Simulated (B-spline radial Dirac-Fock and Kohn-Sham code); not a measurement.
## Dipole and non-dipole photoemission parameters of Cu 2p3/2

System: neutral copper in the configuration 1s2 2s2 2p6 3s2 3p6 3d10 4s1; threshold 932.7 eV (tabulated edge). These are calculated numbers from a radial finite-basis atomic code; the model is Dirac-Hartree-Slater photoionisation with a Latter tail; cross sections with all multipoles, angular parameters from the dipole term and its interference with E2.

For linearly polarised light dσ/dΩ = σ/(4π) [1 + β P₂(cos θ) + (δ + γ cos²θ) sin θ cos φ], with θ from the polarisation vector and φ the angle between the beam and the projection of the electron momentum on the plane normal to the polarisation.

```tsv
hν (eV)	σ (kb)	β	γ	δ
1070	525	1.107	-0.121	0.008
1760	144	1.467	0.238	0.026
2000	101	1.465	0.348	0.030
2600	47.7	1.422	0.570	0.041
2810	38.0	1.402	0.633	0.044
3320	23.1	1.351	0.767	0.054
3410	21.3	1.342	0.788	0.056
4000	13.1	1.283	0.911	0.067
4360	?	?	?	?
5680	4.33	1.130	1.156	0.102
5730	4.21	1.126	1.162	0.103
6000	3.63	1.104	1.192	0.109
8000	1.41	0.962	1.364	0.151
9251.7	0.868	0.889	1.441	0.176
11100	0.467	0.796	1.528	0.213
11300	0.439	0.787	1.536	0.216
13100	0.264	0.712	1.600	0.250
```

Question: Give the values at 4360 eV.

Answer: σ = 10.0 kb, β = 1.248, γ = 0.975, δ = 0.075.
